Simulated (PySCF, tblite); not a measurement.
Isomers of [C8H13P2]+ (charge +1), one GFN2-xTB conformer each. Single-point energies are computed at PBE0/pcSseg-1 (PySCF, gas phase, no added dispersion term), electronic only.

**Question.** Rank them by PBE0/pcSseg-1 energy, lowest first (kJ/mol).
A. `[CH3:1][P:2]([CH3:3])[c:4]1[cH:5][cH:6][cH:7][cH:8][c:9]1[PH3+:10]` (charge +1) with C1–P2–C4–C5 53°
B. `[CH3:1][PH:2][c:3]1[cH:4][cH:5][cH:6][cH:7][c:8]1[PH2+:9][CH3:10]` (charge +1) with C1–P2–C3–C4 -64°, C7–C8–P9–C10 -102°

**Answer.** B (0.0), A (27.7).

GFN2-xTB itself gives, in the same order: 0.0, 16.1. Both levels put the same isomer lowest.

**Question.** Which frontier levels and rotational constants go with these structures?

**Answer.** 
```tsv
SMILES	HOMO (eV, PBE0/pcSseg-1)	LUMO (eV)	A, B, C (MHz)
CPc1ccccc1[PH2+]C	-11.23	-5.27	1169, 932.5, 590.3
CP(C)c1ccccc1[PH3+]	-11.17	-5.32	1325, 856.0, 607.4
```

**Question.** What happens when harmonic zero-point energies from GFN2-xTB frequencies are added?

**Answer.** 
| SMILES | ZPE (kJ/mol) | electronic (kJ/mol) | with ZPE (kJ/mol) |
| --- | --- | --- | --- |
| CPc1ccccc1[PH2+]C | 468.6 | 0.0 | 0.0 |
| CP(C)c1ccccc1[PH3+] | 469.7 | 27.7 | 28.8 |

The zero-point energies span 1.1 kJ/mol. The order is unchanged.
